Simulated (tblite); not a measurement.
C₂H₈B₃N₃O.
Atom-mapped SMILES: `[CH3:1][C:2](=[O:3])[N:4]1[BH:5][NH:6][BH:7][NH:8][BH:9]1` (hydrogens: H10, H11, H12 on C1; H13 on B5; H14 on N6; H15 on B7; H16 on N8; H17 on B9)

Cartesian coordinates in Å at the GFN2-xTB level; atoms count from 1:
```xyz
17
C2H8B3N3O angstrom
C      2.468   -0.973    0.068
C      1.695    0.316   -0.098
O      2.247    1.339   -0.424
N      0.324    0.264    0.161
B     -0.317    1.480    0.609
N     -1.707    1.454    0.842
B     -2.516    0.307    0.650
N     -1.845   -0.860    0.202
B     -0.460   -0.922   -0.057
H      3.521   -0.730    0.183
H      2.352   -1.584   -0.824
H      2.115   -1.536    0.927
H      0.316    2.439    0.817
H     -2.145    2.302    1.167
H     -3.671    0.318    0.851
H     -2.393   -1.691    0.038
H      0.009   -1.912   -0.472
```

Calculated harmonic vibrations of the isolated species, GFN2-xTB (tblite), most abundant isotopes, no scaling. This tight-binding method is rough: wavenumbers can miss measured ones by several per cent, in bad cases by 10 to 20. Modes of hydrogen on boron can be 10 to 20 % off. One conformer, not necessarily the lowest.

Harmonic wavenumbers (cm⁻¹): 59.9, 100.5, 170.4, 231.7, 250.5, 284.6, 348.6, 407.5, 460.4, 496.3, 567.6, 583.7, 681.8, 685.9, 713.6, 787.8, 802.4, 825.2, 867.4, 952.7, 963.2, 979.4, 999.2, 1021.2, 1042.8, 1100.3, 1144.3, 1219.3, 1238.5, 1281.5, 1306.7, 1364.3, 1366.7, 1415.5, 1455.6, 1462.0, 1741.9, 2612.9, 2621.8, 2662.6, 3031.5, 3048.7, 3056.0, 3463.3, 3465.7.

A = 3559, B = 1208, C = 931.9 MHz; mass 123.095 u (most abundant isotopes); point group C1, symmetry number 1.

Task: What is the zero-point energy?

Result: ½Σν̃ = 27672 cm⁻¹ = 331.03 kJ/mol.

Task: What is S at 298.15 K and 1 bar for an ideal gas of classical rigid rotors and harmonic oscillators?

Result: Translation 168.88, rotation 120.39, vibration 94.52: S = 383.8 J/(mol K).

Task: And Cp and H(298.15 K) − H(0)?

Result: Cp = 150.05 J/(mol K), of which vibrations give 116.80 (their classical limit is 45 R = 374.2); H(298.15 K) − H(0) = 25.91 kJ/mol without the zero-point energy, 16.00 from vibrations.

Task: What must be added to the electronic energy to get the Gibbs energy at 298.15 K and 1 bar?

Result: ZPE + [H(298.15 K) − H(0)] − T·S = 331.03 + 25.91 − 114.43 = 242.51 kJ/mol.

Task: Blend soft modes into free rotors: weight 1/[1 + (100 cm⁻¹/ν̃)⁴] for the oscillator and the rest for a rotor with moment μB/(μ + B), μ = h/(8π²ν), B = 10⁻⁴⁴ kg m². What vibrational entropy results?

Result: 89.28 J/(mol K) in place of 94.52, which changes −T·S at 298.15 K by +1.56 kJ/mol.

Task: How do the functions run with temperature in this model?

Result: 
```
 T (K)  S (J/(mol K))  Cp (J/(mol K))  H − H(0) (kJ/mol)  G − H(0) (kJ/mol)  ln q(vib)
    50          237.0            46.6               1.91              -9.94       0.26
   100          275.2            65.8               4.72             -22.80       1.00
373.15          420.9           181.1              38.35            -118.70       6.57
   500          480.2           224.6              64.21            -175.90       9.45
   750          583.1           281.6             128.12            -309.20      15.10
  1000          669.3           316.8             203.24            -466.05      20.42
```

q(vib) and H(0) count from the zero-point level.

Hindered rotation and anharmonicity are outside this model. Other conformers, if any are populated, would add a mixing term that is left out. The structure is chiral; the term R ln 2 for an equal mix with its mirror image is left out.

The run took 0.47 s wall on one thread, Arm Neoverse V2 (aarch64), shared host. This covers the Hessian and the dipole derivatives.
